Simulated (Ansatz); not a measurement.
Geometry optimisation, RKS PBE0-D4/6-31G in Ansatz.

The input (input.yaml):

```yaml
crystal:
  periodic: [false, false, false]
  atoms:
    - { symbol: B, position_ang: [-0.3742, 1.5117, 0.2735] }
    - { symbol: C, position_ang: [-0.5785, 0.0126, -0.0942] }
    - { symbol: O, position_ang: [-1.372, -0.609, 0.8875] }
    - { symbol: Si, position_ang: [1.2074, -0.7446, -0.1884] }
    - { symbol: Cl, position_ang: [-1.3782, -0.1347, -1.6975] }
    - { symbol: H, position_ang: [-0.9161, 2.0133, 1.2396] }
    - { symbol: H, position_ang: [0.2041, 2.2788, -0.4547] }
    - { symbol: H, position_ang: [-1.4639, -1.5257, 0.595] }
    - { symbol: H, position_ang: [1.4031, -1.22048, -1.5782] }
    - { symbol: H, position_ang: [1.31581, -1.76811, 0.77425] }
    - { symbol: H, position_ang: [2.12037, 0.39194, 0.09096] }
basis:
  gaussian: { orbitals: "6-31G" }
hamiltonian:
  xc: pbe0
  dispersion: d4
relax:
  f_tol: 0.015
  max_steps: 40
```

Command:

```bash
$ ansatz run input.yaml --threads 1 --pin off --max-ram 2048MiB --backend cpu --events-out ev --progress --plain --runs-dir out
```

**Question.** Where does it end, and by what steps?

**Answer.** It converged. Limits of this set-up: no polarisation functions. After 21 steps the energy has fallen by 0.811 eV; H11 moved furthest, 1.30 Å. Parted: C2–Cl5. Joined: B1–Cl5.

```json
{"step": "0", "energy less start (eV)": "0.0000", "largest force component (eV/Å)": "1.911", "accepted": "yes"}
{"step": "1", "energy less start (eV)": "-0.2412", "largest force component (eV/Å)": "1.241", "accepted": "yes"}
{"step": "2", "energy less start (eV)": "-0.3697", "largest force component (eV/Å)": "0.819", "accepted": "yes"}
{"step": "3", "energy less start (eV)": "-0.3366", "largest force component (eV/Å)": "1.096", "accepted": "no"}
{"step": "4", "energy less start (eV)": "-0.4120", "largest force component (eV/Å)": "0.147", "accepted": "yes"}
{"step": "5", "energy less start (eV)": "-0.4222", "largest force component (eV/Å)": "0.076", "accepted": "yes"}
{"step": "6", "energy less start (eV)": "-0.4361", "largest force component (eV/Å)": "0.169", "accepted": "yes"}
{"step": "7", "energy less start (eV)": "-0.4470", "largest force component (eV/Å)": "0.367", "accepted": "yes"}
{"step": "8", "energy less start (eV)": "-0.4648", "largest force component (eV/Å)": "0.275", "accepted": "yes"}
{"step": "9", "energy less start (eV)": "-0.4847", "largest force component (eV/Å)": "0.308", "accepted": "yes"}
{"step": "10", "energy less start (eV)": "-0.5094", "largest force component (eV/Å)": "0.179", "accepted": "yes"}
{"step": "11", "energy less start (eV)": "-0.5277", "largest force component (eV/Å)": "0.307", "accepted": "yes"}
{"step": "12", "energy less start (eV)": "-0.5527", "largest force component (eV/Å)": "0.603", "accepted": "yes"}
{"step": "13", "energy less start (eV)": "-0.6410", "largest force component (eV/Å)": "0.555", "accepted": "yes"}
{"step": "14", "energy less start (eV)": "-0.7328", "largest force component (eV/Å)": "0.746", "accepted": "yes"}
{"step": "15", "energy less start (eV)": "-0.7765", "largest force component (eV/Å)": "0.543", "accepted": "yes"}
{"step": "16", "energy less start (eV)": "-0.7944", "largest force component (eV/Å)": "0.612", "accepted": "yes"}
{"step": "17", "energy less start (eV)": "-0.8011", "largest force component (eV/Å)": "0.274", "accepted": "yes"}
{"step": "18", "energy less start (eV)": "-0.8094", "largest force component (eV/Å)": "0.214", "accepted": "yes"}
{"step": "19", "energy less start (eV)": "-0.8105", "largest force component (eV/Å)": "0.139", "accepted": "yes"}
{"step": "20", "energy less start (eV)": "-0.8107", "largest force component (eV/Å)": "0.058", "accepted": "yes"}
{"step": "21", "energy less start (eV)": "-0.8110", "largest force component (eV/Å)": "0.014", "accepted": "yes"}
```

```xyz
11
Properties=species:S:1:pos:R:3
B -0.702 1.533 -0.171
C -0.335 0.102 0.360
O -1.111 -0.437 1.305
Si 1.253 -0.846 -0.222
Cl -1.453 0.255 -1.654
H -1.621 2.087 0.349
H 0.184 2.159 -0.676
H -0.963 -1.387 1.489
H 1.742 -0.309 -1.520
H 0.913 -2.310 -0.288
H 2.262 -0.641 0.876
```

Whether the end is a true minimum wasn't checked by a vibrational analysis.

Run time: 100 s on 1 thread of Arm Neoverse V2 (shared host), peak memory 0.19 GiB.
